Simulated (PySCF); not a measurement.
Isomers of C6H8N2O2.

All values: PBE0/pcSseg-1 (PySCF) at GFN2-xTB geometries, gas phase, one conformer each.

Task: Rank by the lowest Hirshfeld charge on any atom, lowest value first.
A. `[O:1]=[CH:2][NH:3][C@H:4]1[CH:5]=[CH:6][C@H:7]1[NH:8][CH:9]=[O:10]` with O1–C2–N3–C4 7°, C2–N3–C4–C5 -38°, C6–C7–N8–C9 167°, C7–N8–C9–O10 8°
B. `Cn1cc(C(=O)[O-])c[n+]1C`
C. `[CH3:1][O:2][c:3]1[n:4][n:5][c:6]([CH:7]2[CH2:8][CH2:9]2)[o:10]1` with C1–O2–C3–N4 0°, N5–C6–C7–C8 -145°
D. `[CH3:1][O:2][C:3](=[O:4])[c:5]1[cH:6][n:7][n:8]([CH3:9])[cH:10]1` with C1–O2–C3–O4 0°, O2–C3–C5–C6 -1°

Result: B (-0.379 e), A (-0.295 e), D (-0.272 e), C (-0.186 e).

Task: Rank by HOMO–LUMO gap, lowest first.
A. `Cn1cc(C(=O)[O-])c[n+]1C`
B. `[CH3:1][O:2][C:3](=[O:4])[c:5]1[cH:6][n:7][n:8]([CH3:9])[cH:10]1` with C1–O2–C3–O4 0°, O2–C3–C5–C6 -1°
C. `[O:1]=[CH:2][NH:3][C@H:4]1[CH:5]=[CH:6][C@H:7]1[NH:8][CH:9]=[O:10]` with O1–C2–N3–C4 7°, C2–N3–C4–C5 -38°, C6–C7–N8–C9 167°, C7–N8–C9–O10 8°
D. `[CH3:1][O:2][c:3]1[n:4][n:5][c:6]([CH:7]2[CH2:8][CH2:9]2)[o:10]1` with C1–O2–C3–N4 0°, N5–C6–C7–C8 -145°

Result: A (3.95 eV), C (6.71 eV), B (6.84 eV), D (6.99 eV).

Task: Rank by HOMO energy, highest first.
A. `[CH3:1][O:2][c:3]1[n:4][n:5][c:6]([CH:7]2[CH2:8][CH2:9]2)[o:10]1` with C1–O2–C3–N4 0°, N5–C6–C7–C8 -145°
B. `[CH3:1][O:2][C:3](=[O:4])[c:5]1[cH:6][n:7][n:8]([CH3:9])[cH:10]1` with C1–O2–C3–O4 0°, O2–C3–C5–C6 -1°
C. `Cn1cc(C(=O)[O-])c[n+]1C`

Result: C (-5.54 eV), A (-6.86 eV), B (-7.43 eV).

All values together:

```json
{"SMILES": "Cn1cc(C(=O)[O-])c[n+]1C", "μ (D)": "16.18", "HOMO (eV)": "-5.54", "LUMO (eV)": "-1.59", "lowest IAO charge (e)": "-0.600 (O)", "highest IAO charge (e)": "+0.541 (C)", "lowest Hirshfeld charge (e)": "-0.379 (O)", "highest Hirshfeld charge (e)": "+0.129 (C)"}
{"SMILES": "O=CN[C@H]1C=C[C@H]1NC=O", "μ (D)": "1.45", "HOMO (eV)": "-6.94", "LUMO (eV)": "-0.23", "lowest IAO charge (e)": "-0.501 (O)", "highest IAO charge (e)": "+0.302 (C)", "lowest Hirshfeld charge (e)": "-0.295 (O)", "highest Hirshfeld charge (e)": "+0.141 (H)"}
{"SMILES": "COc1nnc(C2CC2)o1", "μ (D)": "2.35", "HOMO (eV)": "-6.86", "LUMO (eV)": "0.13", "lowest IAO charge (e)": "-0.309 (O)", "highest IAO charge (e)": "+0.467 (C)", "lowest Hirshfeld charge (e)": "-0.186 (N)", "highest Hirshfeld charge (e)": "+0.192 (C)"}
{"SMILES": "COC(=O)c1cnn(C)c1", "μ (D)": "1.48", "HOMO (eV)": "-7.43", "LUMO (eV)": "-0.59", "lowest IAO charge (e)": "-0.485 (O)", "highest IAO charge (e)": "+0.513 (C)", "lowest Hirshfeld charge (e)": "-0.272 (O)", "highest Hirshfeld charge (e)": "+0.196 (C)"}
```

Conformers: `[O:1]=[CH:2][NH:3][C@H:4]1[CH:5]=[CH:6][C@H:7]1[NH:8][CH:9]=[O:10]` with O1–C2–N3–C4 7°, C2–N3–C4–C5 -38°, C6–C7–N8–C9 167°, C7–N8–C9–O10 8°; `[CH3:1][O:2][c:3]1[n:4][n:5][c:6]([CH:7]2[CH2:8][CH2:9]2)[o:10]1` with C1–O2–C3–N4 0°, N5–C6–C7–C8 -145°; `[CH3:1][O:2][C:3](=[O:4])[c:5]1[cH:6][n:7][n:8]([CH3:9])[cH:10]1` with C1–O2–C3–O4 0°, O2–C3–C5–C6 -1°.
